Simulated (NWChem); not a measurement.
System: Si$_{2}$H$_{5}$SCl; SMILES [SiH3]S[SiH2]Cl

The following NWChem deck was run.

```
start job
memory heap 200 mb stack 900 mb global 1100 mb
geometry units angstroms noautoz
  Si    -0.893832     1.838994     0.095329
  S      0.976992     0.997979    -0.632399
  Si     0.887778    -0.878854     0.406237
  Cl    -0.880578    -1.902983    -0.012702
  H     -2.061066     1.359387    -0.715680
  H     -1.090947     1.467103     1.538860
  H     -0.751431     3.325670    -0.046088
  H      0.927039    -0.684859     1.892271
  H      2.053481    -1.682464    -0.080116
end
basis spherical
  Si library aug-pcseg-1
  S library aug-pcseg-1
  Cl library aug-pcseg-1
  H library aug-pcseg-1
end
dft
  xc xtpss03 ctpss03
  iterations 150
  mulliken
end
task dft energy
```

Output (shortened):

```
             Northwest Computational Chemistry Package (NWChem) 7.3.0
             --------------------------------------------------------

 C1  symmetry detected

                             Geometry "geometry" -> ""
                             -------------------------

 Output coordinates in angstroms (scale by  1.889725989 to convert to a.u.)

  No.       Tag          Charge          X              Y              Z
 ---- ---------------- ---------- -------------- -------------- --------------
    1 Si                  14.0000    -1.02527769     1.74783739     0.17265782
    2 S                   16.0000     0.96185653     1.09927367    -0.43359249
    3 Si                  14.0000     0.91246441    -0.86714897     0.42662169
    4 Cl                  17.0000    -0.72945588    -1.95965432    -0.25305681
    5 H                    1.0000    -2.07318670     1.27112258    -0.78901956
    6 H                    1.0000    -1.32941578     1.23258791     1.55213488
    7 H                    1.0000    -0.97888227     3.24728010     0.17382279
    8 H                    1.0000     0.79782602    -0.80884284     1.92025182
    9 H                    1.0000     2.17408999    -1.54604090    -0.00765748

 Effective nuclear repulsion energy (a.u.)     339.2782905501

                                 NWChem DFT Module
                                 -----------------

 Summary of "ao basis" -> "ao basis" (spherical)
 ------------------------------------------------------------------------------
       Tag                 Description            Shells   Functions and Types
 ---------------- ------------------------------  ------  ---------------------
 Si                       aug-pcseg-1               11       27   5s4p2d
 S                        aug-pcseg-1               11       27   5s4p2d
 Cl                       aug-pcseg-1               11       27   5s4p2d
 H                        aug-pcseg-1                5        9   3s2p

            General Information
            -------------------
          SCF calculation type: DFT
          Wavefunction type:  closed shell.
          No. of atoms     :     9
          No. of electrons :    66
           Alpha electrons :    33
            Beta electrons :    33
          Charge           :     0
          Spin multiplicity:     1
          Use of symmetry is: off; symmetry adaption is: off
          Maximum number of iterations: 150
          AO basis - number of functions:   153
                     number of shells:    69
          Convergence on energy requested:  1.00D-06
          Convergence on density requested:  1.00D-05
          Convergence on gradient requested:  5.00D-04

              XC Information
              --------------
                  TPSS metaGGA Exchange Functional  1.000
             TPSS03 metaGGA Correlation Functional  1.000

             Grid Information
             ----------------
          Grid used for XC integration:  medium
          Radial quadrature: Mura-Knowles
          Angular quadrature: Lebedev.
          Tag              B.-S. Rad. Rad. Pts. Rad. Cut. Ang. Pts.
          ---              ---------- --------- --------- ---------
          Si                  1.10       88          17.0       590
          S                   1.00       88          14.0       590
          Cl                  1.00       88          17.0       590
          H                   0.35       45          18.0       434
          Grid pruning is: on
          Number of quadrature shells:   577
          Spatial weights used:  Erf1

      Superposition of Atomic Density Guess
      -------------------------------------

 Sum of atomic energies:       -1436.99163100

      Non-variational initial energy
      ------------------------------

 Total energy =   -1438.118493
 1-e energy   =   -2664.666478
 2-e energy   =     887.269695
 HOMO         =      -0.322543
 LUMO         =       0.013773

     ---------------------------------------------
      Total Density - Mulliken Population Analysis
     ---------------------------------------------

    Atom       Charge   Shell Charges
 -----------   ------   -------------------------------------------------------
    1 Si  14    13.13   2.00  2.00  0.91  0.46  0.02  5.99  1.76 -0.06 -0.02  0.11 -0.05
    2 S   16    17.20   2.00  2.00  1.15  0.81  0.07  5.99  3.34  1.68  0.08  0.03  0.05
    3 Si  14    12.63   2.00  2.00  0.88  0.27  0.11  5.99  1.56 -0.15 -0.00  0.14 -0.17
    4 Cl  17    17.74   2.00  2.00  1.20  0.78 -0.01  6.00  3.90  1.78  0.07  0.01  0.01
    5 H    1     1.05   0.72  0.33 -0.02  0.01  0.01
    6 H    1     1.09   0.71  0.35 -0.00  0.01  0.03
    7 H    1     1.06   0.72  0.35 -0.02  0.01  0.01
    8 H    1     1.05   0.72  0.32 -0.03  0.01  0.04
    9 H    1     1.05   0.72  0.34 -0.04  0.01  0.03

   convergence    iter        energy       DeltaE   RMS-Dens  Diis-err
 ---------------- ----- ----------------- --------- --------- ---------
 d= 0,ls=0.0,diis     1  -1440.4657320377 -1.78D+03  1.43D-02  4.24D-01
 d= 0,ls=0.0,diis     2  -1440.4433214605  2.24D-02  9.12D-03  4.64D-01
 d= 0,ls=0.0,diis     3  -1440.5169387703 -7.36D-02  2.49D-03  4.66D-02
 d= 0,ls=0.0,diis     4  -1440.5244486452 -7.51D-03  7.61D-04  2.22D-03
 d= 0,ls=0.0,diis     5  -1440.5248477553 -3.99D-04  1.97D-04  1.70D-04
  Resetting Diis
 d= 0,ls=0.0,diis     6  -1440.5248781516 -3.04D-05  4.41D-05  1.24D-05
 d= 0,ls=0.0,diis     7  -1440.5248800696 -1.92D-06  3.24D-05  1.24D-06
 d= 0,ls=0.0,diis     8  -1440.5248797390  3.31D-07  1.97D-05  3.09D-06
 d= 0,ls=0.0,diis     9  -1440.5248802954 -5.56D-07  2.06D-06  1.85D-08

         Total DFT energy =    -1440.524880295435
      One electron energy =    -2667.294778461701
           Coulomb energy =      985.235448551419
    Exchange-Corr. energy =      -97.743840935205
 Nuclear repulsion energy =      339.278290550053

 Numeric. integr. density =       65.999977445838

[...]
```

Level: TPSS/aug-pcseg-1. Coordinates come from a PBE-D3(BJ)/def2-SVP optimisation.
